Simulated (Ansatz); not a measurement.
Reaction (isomerisation): `FC1OC(F)(F)C(F)(F)C1(F)F` → `FC1C(F)(F)OC(F)(F)C1(F)F`

Isolated molecules relaxed with PBE0-D4/def2-TZVP in Ansatz; ΔE leaves out vibrations. CBS: MP2 limit from def2 TZ/QZ plus the TZ coupled-cluster correction, frozen cores. Functionals use def2-TZVPP.

| level | ΔE (kJ/mol) |
| --- | --- |
| r2SCAN0-D4 | -28.0 |
| ωB97M-V | -26.6 |
| CCSD/def2-SVP | -29.2 |
| MP2/CBS(def2) | -27.3 |

Q: What does CCSD(T)/CBS give? (Estimate.)

A: Ansatz gave: -25.7 kJ/mol. The listed levels differ from it by -2.3, -0.9, -3.5, -1.6 kJ/mol.

Largest T1 diagnostic among the species: 0.013.

From PBE to PBE0 (25 % exact exchange), in def2-TZVPP and without D4, ΔE moves by −3.1 kJ/mol. At CCSD(T), def2-SVP lies −3.2 kJ/mol from the extrapolated value and def2-TZVPP −1.1 kJ/mol. Leaving LDA and LC-ωPBE aside and taking each functional with its dispersion term where it has one, the values, not all of them listed here, spread over 7.7 kJ/mol, from PBE-QIDH to BLYP-D4.

CCSD(T)/CBS has its own doubt, a few kJ/mol and more with outer-core shells, so smaller differences from it don't rank the levels.
